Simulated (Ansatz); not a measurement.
# Worked example: C2H5FMg + GeF3 → C2H5Mg + GeF4

Species: C2H5FMg `C[CH2][Mg][F]`, singlet; GeF3 `[F][Ge]([F])[F]`, doublet; C2H5Mg `C[CH2][Mg]`, doublet; GeF4 (tetrafluorogermane) `[F][Ge]([F])([F])[F]`, singlet. A radical takes F: the energy is the difference in strength between the Mg–F bond broken and the Ge–F bond made.

Shapes, held fixed at every level: PBE0-D4/def2-TZVP. Programs: Ansatz 0.2.0. The zero-point and thermal change to 298 K, harmonic and unscaled (PBE0-D4/def2-TZVP), is +0.3 kJ/mol.

At CCSD(T)/def2-TZVPP; 1 Eh = 2625.50 kJ/mol:

| species | energy (Eh) |
| --- | --- |
| C2H5FMg | -378.687830 |
| GeF3 | -2374.904532 |
| C2H5Mg | -278.841500 |
| GeF4 | -2474.735624 |

Question: Work out ΔH(298 K) of the reaction at this level.

Answer: 
1. Products less reactants: (-278.841500) + (-2474.735624) − [(-378.687830) + (-2374.904532)] = 0.015238 Eh = +40.0 kJ/mol.
2. With the thermal change: +40.0 + (+0.3) = +40.3 kJ/mol.

Other levels give +40.5 (CCSD/def2-TZVPP) to +69.8 kJ/mol (wB97M-V/def2-TZVPP). No measured value is set beside it here. Open shells run unrestricted unless RO is named. Relativity is left out for Ge unless named. Correlated rows may include outer-core shells of Ge, Mg, which these sets cover unevenly.
